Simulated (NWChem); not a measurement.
The numbers come from NWChem runs, not from measurements. System: CNO, charge 0, spin multiplicity 2, at a geometry optimised with UPBE/def2-SVP. The structure started from a generated list of species. Its SCF solution wasn't tested for a lower state. Level: UHF/def2-TZVP.

The NWChem input:

```
start mol
memory heap 200 mb stack 900 mb global 1100 mb
geometry units angstroms nocenter noautoz
  O      0.000000     0.000000     1.150580
  C      0.000000     0.000000    -0.041798
  N      0.000000     0.000000    -1.279122
  symmetry group C2v
end
basis spherical
  * library def2-tzvp
end
scf
  uhf
  nopen 1
  maxiter 100
  thresh 1e-7
  semidirect memsize 60000000 filesize 0
  # guess.movecs holds the orbitals of an unrestricted PBE0 run
  vectors input guess.movecs output mol.movecs
end
task scf energy
```

Output (cleaned and shortened):

```
             Northwest Computational Chemistry Package (NWChem) 7.3.0
             --------------------------------------------------------

                                NWChem Input Module
                                -------------------

 Scaling coordinates for geometry "geometry" by  1.889725989
 (inverse scale =  0.529177249)

 Turning off AUTOSYM since
 SYMMETRY directive was detected!

                             Geometry "geometry" -> ""
                             -------------------------

 Output coordinates in angstroms (scale by  1.889725989 to convert to a.u.)

  No.       Tag          Charge          X              Y              Z
 ---- ---------------- ---------- -------------- -------------- --------------
    1 O                    8.0000     0.00000000     0.00000000     1.15058000
    2 C                    6.0000     0.00000000     0.00000000    -0.04179800
    3 N                    7.0000     0.00000000     0.00000000    -1.27912200

 Effective nuclear repulsion energy (a.u.)      51.4614324206

            Nuclear Dipole moment (a.u.)
            ----------------------------
        X                 Y               Z
 ---------------- ---------------- ----------------
     0.0000000000     0.0000000000    -0.0000037795

      Symmetry information
      --------------------

 Group name             C2v
 Group number             16
 Group order               4
 No. of unique centers     3

      Symmetry unique atoms

     1    2    3


 Summary of "ao basis" -> "" (spherical)
 ------------------------------------------------------------------------------
       Tag                 Description            Shells   Functions and Types
 ---------------- ------------------------------  ------  ---------------------
 *                         def2-tzvp                  on all atoms

 Summary of "ao basis" -> "ao basis" (spherical)
 ------------------------------------------------------------------------------
       Tag                 Description            Shells   Functions and Types
 ---------------- ------------------------------  ------  ---------------------
 O                         def2-tzvp                11       31   5s3p2d1f
 C                         def2-tzvp                11       31   5s3p2d1f
 N                         def2-tzvp                11       31   5s3p2d1f

                                 NWChem SCF Module
                                 -----------------

  ao basis        = "ao basis"
  functions       =    93
  atoms           =     3
  alpha electrons =    11
  beta  electrons =    10
  charge          =   0.00
  wavefunction    = UHF
  use symmetry    = T
  symmetry adapt  = T

 Summary of "ao basis" -> "ao basis" (spherical)
 ------------------------------------------------------------------------------
       Tag                 Description            Shells   Functions and Types
 ---------------- ------------------------------  ------  ---------------------
 O                         def2-tzvp                11       31   5s3p2d1f
 C                         def2-tzvp                11       31   5s3p2d1f
 N                         def2-tzvp                11       31   5s3p2d1f

      Symmetry analysis of basis
      --------------------------

        a1         42
        a2          9
        b1         21
        b2         21

 Forming initial guess at       0.1s

   Symmetry analysis of molecular orbitals - initial alpha
   -------------------------------------------------------
[...]
   Bfn.  Coefficient  Atom+Function         Bfn.  Coefficient  Atom+Function
  ----- ------------  ---------------      ----- ------------  ---------------
    66      0.361022  3 N  s                 70     -0.329158  3 N  pz
    73     -0.262917  3 N  pz                67      0.214701  3 N  s
    65      0.212813  3 N  s                 39      0.189719  2 C  pz
    35     -0.163616  2 C  s

 Vector    9  Occ=1.000000D+00  E=-5.869161D-01  Symmetry=b1
              MO Center= -3.5D-15, -2.2D-16,  4.6D-01, r^2= 1.1D+00
   Bfn.  Coefficient  Atom+Function         Bfn.  Coefficient  Atom+Function
  ----- ------------  ---------------      ----- ------------  ---------------
    37      0.318724  2 C  px                40      0.306167  2 C  px
     6      0.277363  1 O  px                 9      0.248680  1 O  px

 Vector   10  Occ=1.000000D+00  E=-4.512994D-01  Symmetry=b2
              MO Center= -3.1D-16,  1.1D-15, -4.6D-01, r^2= 1.8D+00
   Bfn.  Coefficient  Atom+Function         Bfn.  Coefficient  Atom+Function
  ----- ------------  ---------------      ----- ------------  ---------------
    69      0.322742  3 N  py                72      0.292750  3 N  py
     7     -0.258697  1 O  py                10     -0.234086  1 O  py
    75      0.204372  3 N  py                13     -0.183052  1 O  py
    41      0.165100  2 C  py                38      0.157675  2 C  py

 Vector   11  Occ=0.000000D+00  E=-1.738718D-02  Symmetry=b1
              MO Center=  7.1D-15,  1.7D-16, -2.6D-01, r^2= 2.2D+00
   Bfn.  Coefficient  Atom+Function         Bfn.  Coefficient  Atom+Function
  ----- ------------  ---------------      ----- ------------  ---------------
    12      0.337565  1 O  px                74     -0.293793  3 N  px
     6      0.263737  1 O  px                68     -0.243202  3 N  px
     9      0.237158  1 O  px                71     -0.205641  3 N  px
    40     -0.164657  2 C  px                43     -0.163047  2 C  px
    37     -0.157911  2 C  px

 Vector   12  Occ=0.000000D+00  E= 1.422074D-01  Symmetry=a1
              MO Center= -2.0D-16,  5.0D-16,  7.6D-02, r^2= 4.3D+00
   Bfn.  Coefficient  Atom+Function         Bfn.  Coefficient  Atom+Function
  ----- ------------  ---------------      ----- ------------  ---------------
    36      3.594908  2 C  s                 67     -2.088355  3 N  s
     5     -1.628866  1 O  s                 35      1.117598  2 C  s
    76     -0.876055  3 N  pz                14      0.658239  1 O  pz
    66     -0.490974  3 N  s                 53      0.429690  2 C  d  0
    73     -0.312548  3 N  pz                 4     -0.298408  1 O  s

 Vector   13  Occ=0.000000D+00  E= 1.972901D-01  Symmetry=b2
              MO Center= -7.4D-16, -1.0D-16, -3.3D-01, r^2= 2.4D+00
   Bfn.  Coefficient  Atom+Function         Bfn.  Coefficient  Atom+Function
  ----- ------------  ---------------      ----- ------------  ---------------
    44      0.951816  2 C  py                75     -0.716037  3 N  py
    13     -0.446291  1 O  py                41      0.373845  2 C  py
    38      0.317431  2 C  py                69     -0.264748  3 N  py
    72     -0.213923  3 N  py                 7     -0.208753  1 O  py
    10     -0.177804  1 O  py

 center of mass
 --------------
 x =   0.00000000 y =   0.00000000 z =  -0.00044039

 moments of inertia (a.u.)
 ------------------
         157.508004845930           0.000000000000           0.000000000000
           0.000000000000         157.508004845930           0.000000000000
           0.000000000000           0.000000000000           0.000000000000

  Mulliken analysis of the total density
  --------------------------------------

    Atom       Charge   Shell Charges
 -----------   ------   -------------------------------------------------------
    1 O    8     8.26   0.79  1.18  0.59  0.97  0.33  1.80  1.89  0.66  0.00  0.03  0.00
    2 C    6     5.44   0.86  1.12  0.58  0.29  0.01  1.16  1.02  0.18  0.05  0.14  0.03
    3 N    7     7.30   0.82  1.15  0.59  0.96  0.32  1.33  1.48  0.59  0.01  0.04  0.00

  Mulliken analysis of the alpha density
  --------------------------------------

    Atom       Charge   Shell Charges
 -----------   ------   -------------------------------------------------------
    1 O    8     4.38   0.40  0.59  0.30  0.50  0.16  1.02  1.05  0.34  0.00  0.01  0.00
    2 C    6     2.51   0.43  0.56  0.27  0.13  0.00  0.50  0.42  0.06  0.03  0.08  0.02
    3 N    7     4.11   0.41  0.58  0.31  0.50  0.15  0.84  0.93  0.35  0.00  0.02  0.00

   Mulliken analysis of the beta density
   -------------------------------------

    Atom       Charge   Shell Charges
 -----------   ------   -------------------------------------------------------
    1 O    8     3.88   0.40  0.59  0.29  0.48  0.16  0.78  0.84  0.32  0.00  0.02  0.00
    2 C    6     2.93   0.43  0.56  0.30  0.16  0.01  0.66  0.60  0.12  0.02  0.06  0.01
    3 N    7     3.19   0.41  0.58  0.29  0.46  0.16  0.49  0.55  0.24  0.00  0.02  0.00

   Mulliken analysis of the spin density
   -------------------------------------

    Atom       Charge   Shell Charges
 -----------   ------   -------------------------------------------------------
    1 O    8     0.51   0.00 -0.00  0.01  0.02 -0.00  0.24  0.21  0.03 -0.00 -0.00 -0.00
    2 C    6    -0.42  -0.00  0.00 -0.03 -0.04 -0.00 -0.15 -0.17 -0.06  0.01  0.02  0.00
    3 N    7     0.91   0.00 -0.00  0.02  0.04 -0.01  0.35  0.39  0.12  0.00  0.00 -0.00

       Multipole analysis of the density wrt the origin
       ------------------------------------------------

     L   x y z        total         alpha         beta         nuclear
     -   - - -        -----         -----         ----         -------
     0   0 0 0     -0.000000    -11.000000    -10.000000     21.000000

     1   1 0 0      0.000000     -0.000000      0.000000      0.000000
     1   0 1 0     -0.000000     -0.000000      0.000000      0.000000
     1   0 0 1      0.300358      0.687544     -0.387183     -0.000004

     2   2 0 0    -10.978964     -6.049820     -4.929144      0.000000
     2   1 1 0      0.000000      0.000000     -0.000000      0.000000
     2   1 0 1     -0.000000      0.000000     -0.000000      0.000000
     2   0 2 0    -11.976502     -6.050389     -5.926112      0.000000
     2   0 1 1      0.000000      0.000000     -0.000000      0.000000
     2   0 0 2    -15.354660    -50.576661    -43.535068     78.757069

 Task  times  cpu:        3.5s     wall:        3.5s

 Total times  cpu:        3.6s     wall:        3.6s
```
